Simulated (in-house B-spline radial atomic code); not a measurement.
Radial electron density of O III (O2+), [He] 2s2 2p2. Computed with an all-electron radial atomic-structure program (B-spline basis): non-relativistic LC-wPBE, spin-polarised, spherical fractional occupations, exact exchange averaged over the configuration, point nucleus.

Columns: r (bohr), 4πr²n(r) (electrons per bohr), bar.

```
  0.0074   0.1937 #
 0.00864   0.2588 #
  0.0101   0.3455 ##
  0.0118   0.4588 ##
  0.0138   0.6078 ###
  0.0161   0.7973 ####
  0.0188    1.041 #####
  0.0219    1.344 #######
  0.0256    1.731 #########
  0.0299    2.205 ###########
  0.0349    2.773 ##############
  0.0408    3.449 ##################
  0.0476    4.213 ######################
  0.0556    5.061 ##########################
  0.0649    5.948 ###############################
  0.0758    6.828 ###################################
  0.0885    7.616 #######################################
   0.103    8.212 ##########################################
   0.121    8.551 ############################################
   0.141    8.508 ############################################
   0.165    8.051 #########################################
   0.192    7.239 #####################################
   0.224     6.14 ################################
   0.262    4.924 #########################
   0.306    3.844 ####################
   0.357    3.097 ################
   0.417    2.788 ##############
   0.487    2.912 ###############
   0.569    3.315 #################
   0.664    3.749 ###################
   0.776     3.97 ####################
   0.906    3.814 ####################
    1.06    3.264 #################
    1.24    2.461 #############
    1.44    1.649 ########
    1.68   0.9406 #####
    1.97   0.4438 ##
     2.3   0.1775 #
    2.68  0.05827 
    3.13  0.01475 
    3.66 0.002775
```

On this grid the curve has 2 maxima, near 0.121, 0.776 bohr.

The 2s up radial function P(r) = rR(r), positive near the nucleus:

| r (bohr) | P |
| --- | --- |
| 0.0025 | 0.02757 |
| 0.00341 | 0.03733 |
| 0.00465 | 0.0504 |
| 0.00634 | 0.06778 |
| 0.00864 | 0.09067 |
| 0.0118 | 0.1207 |
| 0.0161 | 0.159 |
| 0.0219 | 0.2061 |
| 0.0299 | 0.2633 |
| 0.0408 | 0.3276 |
| 0.0556 | 0.3927 |
| 0.0758 | 0.4467 |
| 0.103 | 0.4687 |
| 0.141 | 0.4294 |
| 0.192 | 0.2976 |
| 0.262 | 0.0502 |
| 0.357 | -0.297 |
| 0.487 | -0.6772 |
| 0.664 | -0.9626 |
| 0.906 | -1.021 |
| 1.24 | -0.8155 |
| 1.68 | -0.4834 |
| 2.3 | -0.1925 |
| 3.13 | -0.04823 |
